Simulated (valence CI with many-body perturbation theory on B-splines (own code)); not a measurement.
Pt39+: fill in the table

Computed by relativistic CI+MBPT: three valence electrons over a frozen Dirac-Fock core [Kr], radial functions for each j: 7 s, 7 p, 8 d, 6 f, 4 g, 1 h, with the one-electron correlation potential Σ1, the two-electron term Σ2, the three-electron term Σ3, Breit, model QED; selected CI, second order for the rest, scaled by the run's own slope (own B-spline code, finite nucleus).

The last digits are not significant, and no measured levels were compared; by estimate large intervals hold to a few tenths of a per cent, small ones and those within an open d or f shell to about a per cent. The list stops below the first excitations out of the core.

```
                    Level  E (cm⁻¹)
          (4d3/2^3) J=3/2         0
(4d3/2^2 4d5/2) J=5/2 [a]    168460
    (4d3/2^2 4d5/2) J=3/2    188700
    (4d3/2^2 4d5/2) J=7/2    202960
    (4d3/2^2 4d5/2) J=9/2    204970
    (4d3/2^2 4d5/2) J=1/2    206500
(4d3/2^2 4d5/2) J=5/2 [b]    279470
(4d3/2 4d5/2^2) J=7/2 [a]         ?
    (4d3/2 4d5/2^2) J=9/2    383980
(4d3/2 4d5/2^2) J=3/2 [a]         ?
    (4d3/2 4d5/2^2) J=1/2         ?
(4d3/2 4d5/2^2) J=5/2 [a]    413520
   (4d3/2 4d5/2^2) J=11/2    416750
(4d3/2 4d5/2^2) J=5/2 [b]         ?
(4d3/2 4d5/2^2) J=7/2 [b]    444950
(4d3/2 4d5/2^2) J=3/2 [b]    507650
          (4d5/2^3) J=9/2         ?
          (4d5/2^3) J=3/2    626550
          (4d5/2^3) J=5/2         ?
```

Levels are named by their leading jj configuration (3d3/2^4 stands for four electrons in 3d with j = 3/2), which in mixed levels can hold well under half, so a name can repeat and another be missing. Letters in brackets count levels of one name in rising energy.

Q: The levels stand in rising order. What does the calculation give for the missing energies?

A: (4d3/2 4d5/2^2) J=7/2 [a] 368060; (4d3/2 4d5/2^2) J=3/2 [a] 398440; (4d3/2 4d5/2^2) J=1/2 408350; (4d3/2 4d5/2^2) J=5/2 [b] 440950; (4d5/2^3) J=9/2 582110; (4d5/2^3) J=5/2 661280.
